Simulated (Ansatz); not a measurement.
Molecule: C$_{2}$H$_{3}$O (charge +1, singlet). It need not be the lowest isomer of its formula. SMILES: C#C[OH2+]
Structure (B3LYP-D3(BJ)/def2-TZVP (Ansatz, a program for electronic structure) minimum search):
```xyz
6

C      1.4009    -0.1277    -0.0862
C      0.2214    -0.0176    -0.0116
O     -1.1237     0.1476     0.1058
H      2.4618    -0.2331    -0.1585
H     -1.6111    -0.5583     0.5902
H     -1.5951     0.4825    -0.6918
```
Charge +1, spin multiplicity 1.

Give the harmonic wavenumbers at B3LYP-D3(BJ)/def2-TZVP (Ansatz, finite differences of forces, unscaled).

244, 297, 562, 704, 775, 991, 1143, 1655, 2310, 3425, 3501, 3560 cm⁻¹. Zero-point energy 27.4 kcal/mol.

From these and the geometry, give the ideal-gas thermochemistry at 298.15 K and 1 atm (rigid rotor, harmonic oscillator).

Point group Cs, rotational symmetry number 1. Rotational constants 329.7, 8.938, 8.75 GHz. S(trans) 37.21, S(rot) 20.06, S(vib) 4.42, S(elec, spin only) 0.00, S 61.7 cal/(mol K). H(298) - H(0) 3.22 kcal/mol; G - E(el) 12.2 kcal/mol.
